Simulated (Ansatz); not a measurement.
Molecule: C7H15, net charge 0, doublet state. It need not be the lowest isomer of its formula. SMILES: C[CH]C(CC)CC
Geometry from a B3LYP-D3(BJ)/def2-TZVP (Ansatz, a program for electronic structure) optimisation:
```
C
H 1 1.1016
C 1 1.4929 2 107.62
H 3 1.0838 1 118.86 2 -134.96
C 3 1.4855 4 118.73 1 171.21
H 5 1.0917 3 111.78 4 30.15
H 5 1.0949 6 108.18 3 -123.13
H 5 1.1011 6 106.55 7 -113.77
C 1 1.5355 2 107.35 3 -119.60
H 9 1.0935 1 107.77 2 63.22
H 9 1.0940 10 105.87 1 -116.78
C 9 1.5256 10 109.25 11 -118.01
H 12 1.0913 9 111.96 10 173.37
H 12 1.0915 13 107.42 9 122.00
H 12 1.0930 13 107.58 14 115.66
C 1 1.5512 2 105.26 3 119.43
H 16 1.0928 1 108.99 2 54.59
H 16 1.0929 17 105.86 1 116.04
C 16 1.5259 17 109.80 18 117.90
H 19 1.0914 16 110.86 17 -60.64
H 19 1.0914 20 107.46 16 -122.39
H 19 1.0920 20 107.86 21 -115.70
```
Charge 0, spin multiplicity 2.

Computed values are from Ansatz. Correlated levels leave the core frozen unless marked. Open shells are spin-unrestricted. Spin-orbit coupling is left out. Non-relativistic. CBS marks a two-point X^-3 extrapolation of the correlation energy; Hartree-Fock from the larger set. [CCSD(T)-MP2]/basis is that difference in the basis named.

Q: What is the total energy at RI-MP2/CBS(cc-pVTZ,cc-pVQZ)+[CCSD(T)-MP2]/cc-pVTZ?

A: -275.3496 Eh.

Q: What is the T1 diagnostic at CCSD/cc-pVTZ?

A: 0.010.

Q: What is the dipole moment at CCSD(T)/aug-cc-pVDZ?

A: 0.17 D.

Q: What is the atomisation energy De at RI-MP2/CBS(cc-pVTZ,cc-pVQZ)+[CCSD(T)-MP2]/cc-pVTZ?

A: 8693.0 kJ/mol.
